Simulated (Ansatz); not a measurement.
Job for Ansatz (an electronic-structure program): R-B3LYP/def2-TZVPP on FHZn (SMILES [F][ZnH]), atoms moved off the minimum.

Ansatz 0.2 input:
```yaml
crystal:
  periodic: [false, false, false]
  atoms:
    - {symbol: Zn, position_ang: [0.05877318, -0.00583457, -0.32441195]}
    - {symbol: H, position_ang: [-0.03249181, -0.06369579, -1.84537426]}
    - {symbol: F, position_ang: [-0.05961843, 0.01033407, 1.40901117]}
basis:
  gaussian:
    orbitals: def2-TZVPP
hamiltonian:
  xc: {name: B3LYP}
scf: {lower_state_search: off}
output: {forces: true}
```

It printed:

```
WARN ansatz: RAYON_NUM_THREADS=1 ignored (pool sized by the plan → 1); use --threads N
Functional definition: B3LYP
these checks for a lower state are left out or cut short: stability, starts, cluster_reference, orbital_swaps, neighbouring_geometries, increment
integrals: 0.03 GiB planned
779 factors; their error is unknown
mean field: 0.32 GiB planned
mean field evaluation 1: about -51152.2922 eV, gradient 5.6e1 eV
mean field evaluation 2: about -51127.1750 eV, gradient 1.5e2 eV
mean field evaluation 4: about -51156.1221 eV, gradient 1.2e1 eV
mean field evaluation 8: about -51156.3138 eV, gradient 1.3e-1 eV
mean field evaluation 16: about -51156.3138 eV, gradient 9.3e-7 eV
mean field -51156.31383986 eV, -1879.9598586201 hartree, gradient 9.3e-7 eV, S^2 0.000000; 0 other end points of the search recorded, 0 dependent functions left out
the calculation of the forces begins
reference -51156.31404613 eV, -1879.9598662004 hartree; 20, 20 occupied and 89, 89 virtual orbitals, 779 factors
Total energy: -51156.31404613 eV, -1879.9598662004 hartree
Atom 0 at     0.058773    -0.005835    -0.324412 Å, force    -0.268345    -0.081311    -0.863542 eV/Å
Atom 1 at    -0.032492    -0.063696    -1.845374 Å, force     0.171524     0.046721     0.338571 eV/Å
Atom 2 at    -0.059618     0.010334     1.409011 Å, force     0.096820     0.034590     0.524970 eV/Å
Dipole moment:     0.079519     0.007151    -0.432529 e Å
Checks for a lower state left out: stability, starts, cluster_reference, orbital_swaps, neighbouring_geometries, increment
```

Self-consistency was reached.

Cost: around 2.3 core-seconds (rough).
